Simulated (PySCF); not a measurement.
C5H2FN3.
Structure used (GFN2-xTB), in Å, numbered top down from 1:
```xyz
11
C5H2FN3 angstrom
N      1.176    2.279   -0.879
C      0.756    1.328   -0.413
C      0.218    0.101    0.169
C     -0.317    0.401    1.494
N     -0.741    0.623    2.528
C      1.307   -0.860    0.314
N      2.155   -1.613    0.423
C     -0.882   -0.503   -0.743
F     -1.905    0.378   -0.891
H     -1.288   -1.416   -0.291
H     -0.473   -0.713   -1.738
```

The closed-shell SCF was solved with PySCF and density fitting under several settings on one GFN2-xTB geometry (grid level 2 and gas phase unless stated).

```json
{"settings": "PBE0/pcSseg-1", "basis functions": "163", "SCF cycles": "15", "E (Eh)": "-455.1727", "HOMO (eV)": "-10.84", "LUMO (eV)": "-1.45", "dipole (D)": "3.42"}
{"settings": "PBE0/def2-SVPD", "basis functions": "199", "SCF cycles": "15", "E (Eh)": "-454.8940", "HOMO (eV)": "-10.89", "LUMO (eV)": "-1.50", "dipole (D)": "3.36"}
```

Task: Estimate the rows for these settings: (1) LDA/ANO-RCC-VDZP; (2) LDA/3-21G.

Result: 
```json
{"settings": "LDA/ANO-RCC-VDZP", "basis functions": "136", "SCF cycles": "15", "E (Eh)": "-452.1558", "HOMO (eV)": "-9.39", "LUMO (eV)": "-2.57", "dipole (D)": "3.23"}
{"settings": "LDA/3-21G", "basis functions": "85", "SCF cycles": "15", "E (Eh)": "-449.5573", "HOMO (eV)": "-8.64", "LUMO (eV)": "-2.06", "dipole (D)": "3.17"}
```

Task: Over all rows, what range does the HOMO–LUMO gap span?

Result: From 6.58 eV to 9.39 eV.

Task: Compare two rows with the functional LDA: LDA/3-21G and LDA/ANO-RCC-VDZP. Which energy is lower, and by how much?

Result: LDA/ANO-RCC-VDZP (136 functions) lies 2.5985 Eh or 1631 kcal/mol below LDA/3-21G (85 functions).

Whole jobs, the steps after the SCF included, on one thread of an Arm Neoverse V1, no GPU (shared host):

```json
{"settings": "PBE0/pcSseg-1", "work after the SCF": "shieldings, charges and field gradients", "wall time": "18 s", "peak memory": "0.73 GiB"}
{"settings": "PBE0/def2-SVPD", "work after the SCF": "6 singlets by full TDDFT, 2 Tamm–Dancoff triplets, polarisability", "wall time": "32 s", "peak memory": "0.83 GiB"}
{"settings": "LDA/ANO-RCC-VDZP", "work after the SCF": "1 singlet by TDA, 5 Tamm–Dancoff triplets, polarisability", "wall time": "57 s", "peak memory": "0.47 GiB"}
{"settings": "LDA/3-21G", "work after the SCF": "spin–spin couplings from 3 perturbed nuclei, spin–dipole term for 1 of them", "wall time": "6.6 s", "peak memory": "0.47 GiB"}
```

Cycle counts include a coarse-grid stage where the run had one. ANO-RCC sets were contracted for a scalar-relativistic Hamiltonian, but ran non-relativistically here.

One conformer stands for the species.
